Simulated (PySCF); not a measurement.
C3H9FOSi. Atoms are numbered in the order given.

```xyz
15

C     -0.9919    -1.1784     0.9772
C     -0.6974    -0.0952    -0.0419
C     -1.8902     0.7897    -0.3329
F     -0.3662    -0.7725    -1.2697
Si     0.9501     0.8172     0.2897
O      2.1480    -0.3304     0.1167
H     -1.8271    -1.8095     0.6295
H     -0.1101    -1.8190     1.1336
H     -1.2695    -0.7338     1.9460
H     -1.6687     1.5011    -1.1431
H     -2.1731     1.3640     0.5641
H     -2.7565     0.1779    -0.6367
H      1.0500     1.3572     1.6742
H      1.0609     1.9299    -0.7035
H      1.9815    -0.9097    -0.6404
```

The structure is a stationary point at r2SCAN-D4/def2-SVP. The structure was generated by enumeration, and PubChem lists no compound with its InChIKey, so it may never have been made. One conformer was computed; it need not be the lowest.

Calculation: TDA-PBE/def2-SVPD (PySCF).

Vertical excitations. Isolated molecule, no solvent.

### Question
Give excitation energies, oscillator strengths and character. (The exact figures need the calculation; the answer reports its results.)

### Answer

```
state  energy (eV)  λ (nm)      f          main pairs
-----  -----------  ------  -----  ------------------
S1            6.08     204  0.001      HOMO→LUMO 98 %
S2            6.57     189  0.009    HOMO→LUMO+1 98 %
S3            6.84     181  0.009    HOMO−1→LUMO 97 %
S4            7.31     170  0.014  HOMO−1→LUMO+1 91 %
S5            7.36     169  0.053    HOMO→LUMO+2 87 %
S6            7.43     167  0.003    HOMO−2→LUMO 99 %
T1            5.75     216      0      HOMO→LUMO 99 %
T2            6.43     193      0    HOMO→LUMO+1 99 %
```
Triplets are in the Tamm–Dancoff approximation.
